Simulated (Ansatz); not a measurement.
Geometry optimisation, RKS B3LYP-D4/def2-SVP in Ansatz.

Input:

```yaml
crystal:
  periodic: [false, false, false]
  atoms:
    - { symbol: C, position_ang: [-1.04699, 1.56217, -0.17033] }
    - { symbol: Si, position_ang: [-0.51616, 0.06256, 0.58821] }
    - { symbol: Si, position_ang: [1.21283, -1.21691, -3.0e-05] }
    - { symbol: F, position_ang: [0.56185, -2.70373, -0.22296] }
    - { symbol: H, position_ang: [-0.74161, 1.85795, -1.16165] }
    - { symbol: H, position_ang: [-1.86275, 2.14118, 0.22962] }
    - { symbol: H, position_ang: [2.39282, -1.70321, 0.73712] }
basis:
  gaussian: { orbitals: def2-SVP }
hamiltonian:
  xc: b3lyp
  dispersion: d4
relax:
  f_tol: 0.015
  max_steps: 40
```

Command:

```bash
$ ansatz run input.yaml --threads 1 --pin off --max-ram 2048MiB --backend cpu --events-out ev --progress --plain --runs-dir out
```

Problem. Where does it end, and by what steps?

Solution. The forces met the threshold. After 10 steps the energy has fallen by 0.261 eV; H7 moved furthest, 0.27 Å.

```
step  energy less start (eV)  largest force component (eV/Å)  accepted
   0                  0.0000                           1.392       yes
   1                 -0.2066                           0.768       yes
   2                 -0.1166                           1.140        no
   3                 -0.2518                           0.302       yes
   4                 -0.2461                           0.167        no
   5                 -0.2597                           0.090       yes
   6                 -0.2559                           0.210        no
   7                 -0.2606                           0.026       yes
   8                 -0.2607                           0.016       yes
   9                 -0.2605                           0.042        no
  10                 -0.2608                           0.006       yes
```

```xyz
7
Properties=species:S:1:pos:R:3
C -1.050 1.511 -0.173
Si -0.472 0.151 0.718
Si 1.117 -1.304 -0.082
F 0.637 -2.833 -0.395
H -0.753 1.745 -1.200
H -1.760 2.215 0.275
H 2.280 -1.485 0.857
```

Time of the run: 24 s on 1 thread of Intel(R) Xeon(R) Platinum 8375C CPU @ 2.90GHz (Ice Lake), with other jobs on the host, peak memory 0.16 GiB.
